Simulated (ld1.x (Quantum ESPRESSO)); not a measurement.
# Zn: variants of one PAW potential

Base potential:

Zn, PAW, made with ld1.x (Quantum ESPRESSO) 7.5 (LDA (PZ), scalar-relativistic). Core [Ne], reference 3s2 3p6 3d10 4s0 4p0 (charge +2). Waves: 3s (bound): rcut 0.95, rcutus 1.30 bohr; 4s (bound, empty): rcut 0.95, rcutus 1.30 bohr; 3p (bound): rcut 1.00, rcutus 1.15 bohr; 4p (bound, empty): rcut 1.00, rcutus 1.15 bohr; 3d (bound): rcut 0.85, rcutus 0.95 bohr; 3d channel at -0.5 Ry: rcut 0.85, rcutus 0.95 bohr. Local part: all-electron potential smoothed inside 0.75 bohr (lloc = -1). Core correction: Bessel-smoothed model core inside 0.50 bohr. Augmentation charge: PSQ, inside the norm-conserving radii.

Cutoffs, loose and tight: the cutoffs (Ry, on a coarse ladder) from which the occupation-weighted sum of valence levels, in a spherical-Bessel basis at the reference potential, stays within 10 and 1 mRy of its value at 400 Ry. They do not see the model core or the augmentation charge, which bear on the density cutoff. Test errors are all-electron minus pseudo excitation energies from the reference, over the configurations 3s2 3p6 3d10 4s2 4p0; 3s2 3p6 3d10 4s1 4p0; 3s2 3p6 3d9 4s0 4p0; 3s2 3p6 3d9 4s2 4p0; 3s2 3p6 3d10 4s1.5 4p0; 3s2 3p6 3d10 4s1 4p1; 3s1 3p6 3d10 4s2 4p0 (two spin-polarised tests are not counted in the largest error). A dash means not determined; rows that change the core or the reference have their own tests. The largest error is taken over the tests solved by every variant that gives reliable tests at all: 3s2 3p6 3d10 4s1 4p0; 3s2 3p6 3d10 4s2 4p0; 3s2 3p6 3d9 4s0 4p0.

Cutoffs are not given where the Bessel-basis levels miss the radial ones by over 6 mRy, ghosts where they miss by over 20 mRy; a channel whose overlap is not positive is not tested.

A file whose overlap is not positive is unfit for use, and its test errors describe a broken file.

```csv
change,outcome,bound ghosts,largest test error (meV)
base,"generated, overlap not positive",not determined (overlap not positive),+9.5
"waves 3d (bound): rcut 0.62, rcutus 0.66 bohr; 3d channel at -0.5 Ry: rcut 0.62, rcutus 0.66 bohr","generated, overlap not positive",not determined (overlap not positive),+9.1
"waves 3d (bound): rcut 0.78, rcutus 0.82 bohr; 3d channel at -0.5 Ry: rcut 0.78, rcutus 0.82 bohr","generated, overlap not positive",not determined (overlap not positive),+9.0
"waves 3d (bound): rcut 0.85, rcutus 0.96 bohr; 3d channel at -0.5 Ry: rcut 0.85, rcutus 0.96 bohr","generated, overlap not positive",not determined (overlap not positive),+9.5
"waves 3d (bound): rcut 0.85, rcutus 1.06 bohr; 3d channel at -0.5 Ry: rcut 0.85, rcutus 1.06 bohr","generated, overlap not positive",not determined (overlap not positive),+8.5
"waves 3d (bound): rcut 0.85, rcutus 1.28 bohr; 3d channel at -0.5 Ry: rcut 0.85, rcutus 1.28 bohr","generated, overlap not positive",not determined (overlap not positive),+6.6
"waves 3d (bound): rcut 0.85, rcutus 1.38 bohr; 3d channel at -0.5 Ry: rcut 0.85, rcutus 1.38 bohr","generated, overlap not positive",not determined (overlap not positive),+3.8
```
